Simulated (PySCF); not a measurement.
Gas-phase reaction: SnI2 + 4 H → SnH4 + I2

Method: PySCF energies (xtb for GFN2) plus ideal-gas RRHO corrections (1 bar). † marks an energy on the PBE0/def2-TZVP geometry and frequencies; other levels use their own. Open shells (unrestricted): H (multiplicity 2); the rest are closed-shell singlets. GFN2 has no spin-polarisation term. B3LYP is the form with VWN-RPA correlation. I, Sn: scalar-relativistic def2 core potential, no spin-orbit coupling.

```json
[
 {"level": "B3LYP/def2-TZVP†", "ΔH°(298 K), kJ": "…"},
 {"level": "BLYP/def2-TZVP†", "ΔH°(298 K), kJ": "…"},
 {"level": "GFN2-xTB", "ΔH°(298 K), kJ": "-670"},
 {"level": "PBE/def2-TZVP†", "ΔH°(298 K), kJ": "…"},
 {"level": "r2SCAN/def2-TZVP†", "ΔH°(298 K), kJ": "-620"},
 {"level": "LDA/def2-TZVP†", "ΔH°(298 K), kJ": "-707"}
]
```

**Question.** Complete the blanks.

**Answer.** 
- B3LYP/def2-TZVP†, ΔH°(298 K), kJ: -639
- BLYP/def2-TZVP†, ΔH°(298 K), kJ: -617
- PBE/def2-TZVP†, ΔH°(298 K), kJ: -597
